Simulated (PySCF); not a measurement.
Below is a simulated gas-phase P 1s photoelectron spectrum of PP3SeSeO nortricyclane, OP4Se2.

Every computed line was given a Gaussian of 1.0 eV full width at half maximum and an area set by the number of equivalent atoms; the highest printed point is 100. Computed with delta-SCF UKS SCAN, pcX-2 on the ionised atom, pcseg-1 elsewhere, spin-free X2C (PySCF 2.14.0).

(binding energy (eV), intensity): (2148.8, 0), (2148.9, 1), (2149.0, 1), (2149.1, 2), (2149.2, 4), (2149.3, 7), (2149.4, 12), (2149.5, 18), (2149.6, 27), (2149.7, 38), (2149.8, 51), (2149.9, 65), (2150.0, 78), (2150.1, 88), (2150.2, 96), (2150.3, 100), (2150.4, 100), (2150.5, 97), (2150.6, 92), (2150.7, 86), (2150.8, 81), (2150.9, 76), (2151.0, 73), (2151.1, 70), (2151.2, 69), (2151.3, 68), (2151.4, 67), (2151.5, 65), (2151.6, 64), (2151.7, 61), (2151.8, 58), (2151.9, 53), (2152.0, 47), (2152.1, 40), (2152.2, 32), (2152.3, 25), (2152.4, 18), (2152.5, 13), (2152.6, 9), (2152.7, 5), (2152.8, 3), (2152.9, 2), (2153.0, 1), (2153.1, 0), (2153.2, 0), (2153.3, 0)

Count the maxima, the lines and the sites behind this envelope.

The curve has 1 maximum (at 2150.4 eV). Under it lie 3 lines from 3 inequivalent phosphorus sites. At this width some lines have no maximum of their own.

Decompose the envelope and assign each component. Bonds: P1–Se2, P1–Se5, P1–O7, Se2–P3, P3–P4, P3–P6, P4–Se5, P4–P6, P6–O7.

```csv
position (eV),relative area,line,atoms,environment
2150.27,2,P 1s,P3/P4,phosphorus bonded to 2 P and Se
2151.09,1,P 1s,P6,phosphorus bonded to O and 2 P
2151.82,1,P 1s,P1,phosphorus bonded to O and 2 Se
```

What are the centre and the root-mean-square width of the whole band?

The area-weighted mean of the lines is 2150.86 eV. Their own spread about it is 0.65 eV (rms) and each Gaussian has σ = 1.0/2.355 = 0.42 eV; the variances add, which gives 0.78 eV.

Lowest listed P 1s: P3/P4, bonded to Se and 2 P. Highest, 1.55 eV above it: P1, bonded to O and 2 Se. The widest gap between neighbouring values is 0.82 eV, between 2150.27 and 2151.09 eV.

Shake-up satellites, vibrational structure and lifetime widths aren't simulated. The first atom of each set that the bonding makes equivalent was ionised and stands for the set. Geometry: PBE0-D3(BJ)/def2-SVP, one conformer, isolated molecule.
